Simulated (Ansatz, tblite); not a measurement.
Removing and adding an electron: (I2Ga-mu-OH)2 (Ga₂I₄O₂H₂). Charge 0, multiplicity 1. Geometry: PBE-D4/def2-SVP. Ansatz, gas phase; energy differences of separate SCF runs; the oxidised species was run as a doublet alone; the reduced species was run as a doublet alone.

Cartesian coordinates in Å:
```
Ga 0.269 -0.791 1.240
I -0.973 -0.831 3.401
I 2.312 -2.184 0.793
O 0.539 1.040 0.575
Ga -0.477 0.890 -1.102
I -2.426 2.443 -1.160
I 1.092 0.566 -3.038
O -0.941 -0.850 -0.311
H 1.464 1.345 0.499
H -0.858 -1.629 -0.896
```

In the def2 sets I takes a core potential; there is no spin–orbit coupling. The xTB rows come from tblite. HOMO above LUMO, or a gap near zero within one spin, warns that the state may not be the lowest or that an electron is smeared out.

Question: Estimate orbital energies and vertical ionisation energies and electron affinities at: GFN1-xTB; GFN2-xTB; PBE-D4/def2-TZVP; PBE0-D4/def2-TZVP; CAM-B3LYP-D4/def2-TZVP.

Answer: 
```tsv
level	−HOMO (eV)	vertical IE (eV)	−LUMO (eV)	vertical EA (eV)	HOMO–LUMO gap (eV)	IE − EA (eV)	remarks
GFN1-xTB	10.82	13.22	6.12	3.90	4.70	9.32	–
GFN2-xTB	12.46	14.55	8.54	6.35	3.92	8.20	–
PBE-D4/def2-TZVP	6.55	8.48	2.99	1.19	3.56	7.29	HOMO above zero (-1 doublet), gap within one spin near zero (+1 doublet)
PBE0-D4/def2-TZVP	7.68	9.07	2.17	0.93	5.51	8.14	HOMO above zero (-1 doublet)
CAM-B3LYP-D4/def2-TZVP	8.89	9.54	1.26	0.81	7.63	8.73	–
```

Relaxing the oxidised species (PBE-D4/def2-SVP) changes its energy by -0.29 eV at PBE-D4/def2-TZVP, so the adiabatic ionisation energy to this nearest minimum is 8.19 eV. At PBE0-D4/def2-TZVP it is 8.44 eV.     A HOMO above zero means that the electron is unbound at that level or that self-interaction error raises the level; the energy of removing that electron tells which. Raw xTB energy differences between charge states are shifted by several eV; the methods need an empirical correction for them. Sets without diffuse functions give affinities that are too small.
